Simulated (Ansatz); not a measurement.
Complex (SMILES): F (HF) with N#N (N2), atoms 1 to 2 the first; geometry from B3LYP-D3(BJ)/def2-TZVP, monomers rigid:
```xyz
4

F      0.3830    -0.0965     0.2212
H     -0.2809     0.0249    -0.4159
N     -2.5150     0.4344    -2.5571
N     -1.7349     0.2913    -1.8098
```

Interaction energy at CCSD(T) with Ansatz (an electronic-structure program), kcal/mol, without and with the counterpoise correction (monomers among the partner's ghost functions). Cartesian d functions, on some or all atoms, in 6-31G**; all else is spherical. Cores are frozen. No added dispersion term, no relativity. Reference, counterpoise-corrected: Hartree-Fock in aug-cc-pVQZ plus the correlation part extrapolated as X^-3 from aug-cc-pVTZ and aug-cc-pVQZ, -2.37.

```
basis        functions  uncorrected  counterpoise  counterpoise correction  mean of both
-----------  ---------  -----------  ------------  -----------------------  ------------
STO-3G              16        -0.40          1.28                     1.68          0.44
def2-SV(P)          44        -2.90         -1.54                     1.37         -2.22
cc-pVDZ             47        -3.30         -1.67                     1.63         -2.49
6-31G**             50        -2.47         -1.43                     1.04         -1.95
aug-cc-pVDZ         78        -2.68         -1.85                     0.83         -2.26
def2-TZVP           99        -2.31         -1.87                     0.44         -2.09
def2-TZVPP         107        -2.45         -2.02                     0.43         -2.23
def2-QZVPPD        225        -2.40         -2.26                     0.14         -2.33
```

The corrected value lies nearer the reference in 1 of 8 rows.
